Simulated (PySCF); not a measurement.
**Structure from 2D NMR**

Compound of formula C4H15NOSi2. Correlations simulated from computed shifts and the bond graph:

HSQC (one-bond C–H):
```
  δH    δC
2.59  38.6
0.33   0.5
0.15  -1.0
```

COSY cross peaks (H two or three bonds apart, from the bond graph; peaks can be absent where the dihedral angle is near 90°):
```
  δH    δH
5.24  5.23
5.24  0.33
5.23  0.33
5.09  0.15
```

HMBC (two and three bonds, from the bond graph):
```
  δH          δC
5.24         0.5
5.23         0.5
5.09  38.6, -1.0
2.59        38.6
```

- GFN2-xTB structure
- shielding tensors at PBE0/pcSseg-1 (GIAO)
- program: PySCF 2.14
- one computed conformer, non-relativistic Hamiltonian, equivalent nuclei averaged, no solvent

Referencing at the same level of theory: TMS for 1H (31.72 ppm), 13C (186.93 ppm).

Exchangeable hydrogens are left out of these lists.

Q: Which molecule is this?

A: SMILES O([SiH2]C)[Si@H](C)N(C)C.

Atom-mapped SMILES (the numbers label the heavy atoms): `[CH3:1][SiH2:2][O:3][Si@H:4]([CH3:5])[N:6]([CH3:7])[CH3:8]` (H(Xn): hydrogen on atom n). Ha(Si2) is pro-R; Hb(Si2) is pro-S.

δC 38.6 is C7/C8, a methyl carbon bonded to N (δH 2.59). δC 0.5 is C1, a methyl carbon bonded to Si (δH 0.33). δC -1.0 is C5, a methyl carbon bonded to Si (δH 0.15). COSY links 5.24–5.23, 5.24–0.33, 5.23–0.33, 5.09–0.15.

The data come from this structure; uniqueness wasn't tested.

Shifts are as computed. Against solution values, carbons near 30 ppm lie about +3 ppm off and those near 130 ppm about +5 ppm. Of 1309 compounds with measured shifts, 239 miss one by over three times the rms of a fit or turn the order of signals round; such compounds aren't used in these exercises.
